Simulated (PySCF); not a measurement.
# Exercise with solution: entropy of an ideal gas

F3S, SMILES F[S+](F)F, charge +1.

Coordinates come from a B3LYP-D3(BJ)/def2-TZVP optimisation. The isomer is the one that the SMILES or the coordinates give; other isomers of the formula were not compared.

B3LYP-D3(BJ)/def2-TZVP (PySCF) gives the harmonic wavenumbers 378, 378, 523, 962, 966, 966 cm⁻¹ and the rotational temperatures 0.3960, 0.3960, 0.2386 K. The molar mass is 89.06 g/mol, the symmetry number 3, the spin multiplicity 1.

Q: Work out the entropy at 298.15 K and 1 atm in the rigid-rotor, harmonic-oscillator model.

A: 
Translation (Sackur–Tetrode at 1 atm): S = R[1.5 ln M + 2.5 ln T − 1.16487] = 164.7 J/(mol K).
Rotation: q = (√π/σ) T^1.5/√(θA θB θC) = 15700, S = R[ln q + 3/2] = 92.8 J/(mol K).
Vibration: with u = 1.4388 ν/T, each mode gives R[u/(e^u − 1) − ln(1 − e^−u)]:
| ν (cm⁻¹) | modes | u | S (J/(mol K)) |
|---|---|---|---|
| 378 | 2 | 1.82 | 8.76 |
| 523 | 1 | 2.52 | 2.52 |
| 962 | 1 | 4.64 | 0.46 |
| 966 | 2 | 4.66 | 0.90 |
These are all the modes. Sum 12.6 J/(mol K).
Spin: R ln 1 = 0.0 J/(mol K).
Total 270.2 J/(mol K); the program's own thermochemistry gives 270.2. Translation makes up 61 % and vibration 5 %. Anharmonicity, hindered rotation and orbital degeneracy are left out.
